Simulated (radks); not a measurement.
Values are calculated unless marked as measured or tabulated.
The bismuth anion Bi3-, [Rn], held by a Watson sphere: a shell of charge +3 at radius R that stands for the Madelung well of a crystal (potential energy -3/R inside, -3/r outside, in hartree with lengths in bohr). Code: a radial shooting solver on a logarithmic mesh with Libxc functionals. Model: scalar-relativistic Kohn-Sham, PBE, spin-polarised, spherical densities, point nucleus. Response by self-consistent Sternheimer equations with the Hartree and adiabatic LDA kernel, the relativistic mass of each level held fixed and spin-orbit coupling left out. The sphere does not respond.

[
 {"R (bohr)": "2.71", "e(5d) (eV)": "-27.027", "e(6s) (eV)": "-16.185", "e(6p) (eV)": "-6.688", "<r> 6p (bohr)": "2.916", "sum of <r^2> (bohr^2)": "102.2", "X-ray form factor at sin(theta)/lambda = 0.3 1/angstrom": "62.184", "alpha (bohr^3)": "58.49"},
 {"R (bohr)": "4.46", "e(5d) (eV)": "-24.457", "e(6s) (eV)": "-12.583", "e(6p) (eV)": "-4.285", "<r> 6p (bohr)": "3.623", "sum of <r^2> (bohr^2)": "136.6", "X-ray form factor at sin(theta)/lambda = 0.3 1/angstrom": "62.403", "alpha (bohr^3)": "168.8"},
 {"R (bohr)": "5.63", "e(5d) (eV)": "-23.910", "e(6s) (eV)": "-11.644", "e(6p) (eV)": "-3.204", "<r> 6p (bohr)": "4.060", "sum of <r^2> (bohr^2)": "163.2", "X-ray form factor at sin(theta)/lambda = 0.3 1/angstrom": "62.415", "alpha (bohr^3)": "326.2"},
 {"R (bohr)": "6.5", "e(5d) (eV)": "-23.668", "e(6s) (eV)": "-11.267", "e(6p) (eV)": "-2.641", "<r> 6p (bohr)": "4.365", "sum of <r^2> (bohr^2)": "185.2", "X-ray form factor at sin(theta)/lambda = 0.3 1/angstrom": "62.420", "alpha (bohr^3)": "513.4"},
 {"R (bohr)": "6.52", "e(5d) (eV)": "-23.663", "e(6s) (eV)": "-11.260", "e(6p) (eV)": "-2.630", "<r> 6p (bohr)": "4.372", "sum of <r^2> (bohr^2)": "185.7", "X-ray form factor at sin(theta)/lambda = 0.3 1/angstrom": "62.420", "alpha (bohr^3)": "518.6"}
]
